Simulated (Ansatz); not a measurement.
Consider the redistribution: `C[SiH](S)CO` + `C[S][SbH][CH3]` → `CS[SiH](C)S` + `[CH3][SbH][CH2]O`.

Calculated with Ansatz (gas phase, PBE0-D4/def2-TZVP geometries, no zero-point term in ΔE). CCSD(T)/CBS adds triple-zeta CCSD(T) − MP2 to the extrapolated MP2 energy (def2 sets, frozen cores). DFT in def2-TZVPP. B3LYP here is the variant with VWN-RPA as its local correlation; programs differ in this. Elements past krypton have def2 core potentials. For Sb outer-core shells are correlated without core-valence functions, which leaves a few kJ/mol of doubt a bond. One conformer a species, not always the lowest.

```tsv
level	ΔE (kcal/mol)
B3LYP-D4	1.8
ωB97M-V	1.5
PBE0	2.2
B3LYP	2.8
HF/def2-TZVPP	2.8
SCS-MP2/def2-TZVPP	0.5
HF/def2-QZVPP	3.1
MP2/def2-QZVPP	0.4
```

Problem. What does CCSD(T)/CBS give? (Best estimate.)

Solution. Ansatz gave: +0.9 kcal/mol. The listed levels differ from it by 0.9, 0.6, 1.3, 1.9, 1.9, -0.4, 2.2, -0.5 kcal/mol.

Largest T1 diagnostic among the species: 0.013.

In def2-TZVPP, CCSD(T) changes the Hartree–Fock value by −2.4 kcal/mol (the triples alone add −0.3 kcal/mol) and MP2 by −2.8 kcal/mol. The D4 term adds −1.0 kcal/mol with B3LYP and −0.6 kcal/mol with PBE0; it sums over pairs of atoms, weighted by their polarisabilities, and B3LYP, whose exchange is more repulsive, gets the larger term.
